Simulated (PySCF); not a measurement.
# Correlation energy of C⁺ (carbon, charge +1)

[He] 2s2 3d1, 2D determinant (an excited configuration). Computed with PySCF 2.14 in x2c-QZVPPall with one added diffuse shell each of s, p, d, f type (8s5p4d3f1g, 73 functions), with scalar relativity by spin-free X2C-1e. Frozen: 1s2; 3 electrons correlated.

```csv
level,correlation energy (mhartree)
CCSD,-77.69
(T),-1.16
CCSD(T),-78.85
```

Diagnostics: T1 = 0.0074, D1 = 0.0127, largest double amplitude 0.155.

Q: Is a single reference adequate?

A: Not fully. The outer electron is Rydberg-like, and this basis confines it to a smaller radius and binds it less than a complete one would. A double-excitation amplitude exceeds 0.15, a sign of near-degeneracy.
